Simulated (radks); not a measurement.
The numbers below are computed, except where a source is named.
Ionisation of Hg, [Hg], to Hg+, [Xe] 4f14 5d10 6s1, under several functionals. Dirac Kohn-Sham, spin-unpolarised, spherical densities, finite nucleus; a radial shooting solver on a logarithmic mesh with Libxc functionals.

functional                                        E(Hg) (hartree)  Exc (hartree)  IE (eV)  -e(HOMO) (eV)  <r> HOMO (bohr)  IE error (eV)
HCTH/407                                              -19668.5155      -385.2153   10.717          6.857            2.710         +0.279
XLYP                                                  -19659.4686      -375.7629   10.726          6.819            2.717         +0.288
exchange-only PBE                                     -19652.4894      -368.7129    9.928          6.074            2.761         -0.509
RPBE                                                  -19657.9098      -374.2081   10.569          6.717            2.708         +0.131
LDA (Slater exchange, Perdew-Zunger correlation)      -19646.5935      -362.7855   11.051          7.139            2.680         +0.614
PBEsol                                                -19651.9734      -368.2121   10.746          6.873            2.683         +0.309

NIST Atomic Spectra Database: 10.438 eV (measured). Closest: RPBE. The Delta-SCF values span 1.12 eV, the total energies 21.92 hartree. The highest occupied level is 6s1/2. Spin polarisation and multiplet splitting are left out, so open shells lie too high by an amount that depends on their filling.

Beside tabulated values, note that spin-unpolarised runs miss the spin-polarisation part of the exchange energy of open shells.
